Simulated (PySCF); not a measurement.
## Vibration and rotation of SrS⁻

UHF-CCSD(T) constants of SrS⁻, ²Σ⁺ (doublet), unpaired electrons σ ↑ (Sr def2-SVPD with ECP28, S def2-SVPD; scalar-relativistic core potentials (PySCF 2.14); masses 87.9056 and 31.9721 u):

| Quantity | Value |
| --- | --- |
| ωe | 318.9 cm⁻¹ |
| ωexe | 1.24 cm⁻¹ |
| Be | 0.10407 cm⁻¹ |
| αe | 0.000455 cm⁻¹ |

What force constant and bond length do these constants imply?

Reduced mass μred = 23.445 u; k = 5.8918×10⁻⁷·μred·ωe² (u, cm⁻¹, mdyn/Å) = 1.40 mdyn/Å; Re = √(16.8576/(μred·Be)) (u, cm⁻¹, Å) = 2.629 Å.

Estimate the centrifugal constant D from the Kratzer relation and find the Dunham coefficient a1.

D = 4Be³/ωe² = 4.43e-08 cm⁻¹; a1 = −1 − αeωe/(6Be²) = -3.23.

Correlated steps freeze 5 core orbitals. Spin–orbit coupling is left out. The state is the lowest determinant that a PBE0 search found; another state may lie lower at other levels.
